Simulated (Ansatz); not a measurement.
A nudged elastic band was laid between two geometries of BrClF₂H₂OZr (8 atoms, charge 0, multiplicity 1).

Level of theory: RKS B3LYP-D4/def2-SVP in Ansatz 0.2.0.

- movable images: 9
- climbing image: yes
- spring: 5.0 eV/Å²
- optimiser: quadratic models (default)
- start path: through a guess of the saddle point
- force threshold: 0.05 eV/Å
- iteration limit: 56
- end points: relaxed

Initial state:

```xyz
8
Properties=species:S:1:pos:R:3
Zr -0.111 0.007 -0.005
O -0.291 0.008 1.931
H -0.656 -0.408 2.719
F 1.698 -0.128 -0.591
Cl -1.404 1.673 -1.083
F -0.896 -1.637 -0.537
Br 1.406 2.740 1.459
H 0.753 1.766 2.294
```

Final state:

```xyz
8
Properties=species:S:1:pos:R:3
Zr 0.413 0.319 -0.046
O -0.535 0.397 2.121
H -1.443 0.730 2.185
F 1.142 0.427 -1.794
Cl -1.753 1.221 -0.513
F 0.482 -1.557 0.235
Br 2.204 1.671 1.177
H -0.011 0.815 2.823
```

(1) Which bonds break or form, and what moves?

(2) Give the energies along the band, and the barrier.

(3) What is the geometry of the highest image?

## Answers

(1) Bonds broken: Br7–H8. Bonds formed: Zr1–Br7, O2–H8.

(2) The forces met the threshold. The highest image is number 1 of 0 to 10, 0.083 eV above the first end and 0.938 eV above the last; the last end lies 0.855 eV below the first. Beside the main top the profile has a ripple of under 15 meV (maxima at images 1, 8), which may be a very shallow well or noise. A vibrational analysis at the climbing image gives one clearly imaginary mode, 382i cm⁻¹: a first-order saddle point. Another band between the same ends, with other settings, climbed to 0.048 eV only, so this may not be the lowest route. The orbitals stay closed-shell, which can raise the energy where a bond breaks towards radicals; this wasn't checked here.

```csv
image,path coordinate (Å),energy (eV),Br7–H8 (Å),Zr1–Br7 (Å),O2–H8 (Å)
0,0.00,0.000,1.44,3.45,2.08
1,0.72,0.083,1.56,3.03,1.43
2,1.21,-0.361,1.98,2.81,1.04
3,1.70,-0.678,2.36,2.65,0.98
4,2.19,-0.766,2.65,2.60,0.97
5,2.68,-0.810,2.75,2.59,0.97
6,3.17,-0.848,2.84,2.57,0.97
7,3.66,-0.847,2.91,2.56,0.97
8,4.15,-0.839,2.92,2.56,0.97
9,4.64,-0.845,2.84,2.56,0.97
10,5.13,-0.855,2.89,2.56,0.97
```

(3) 
```xyz
8
Properties=species:S:1:pos:R:3
Zr 0.002 0.206 0.010
O -0.210 0.186 2.035
H -0.602 -0.382 2.712
F 1.703 -0.110 -0.774
Cl -1.383 1.669 -1.215
F -0.835 -1.477 -0.252
Br 1.300 2.529 1.458
H 0.523 1.401 2.213
```

The run took 9.2 min on 4 threads of Arm Neoverse V1, on a shared host, peak memory 0.41 GiB.
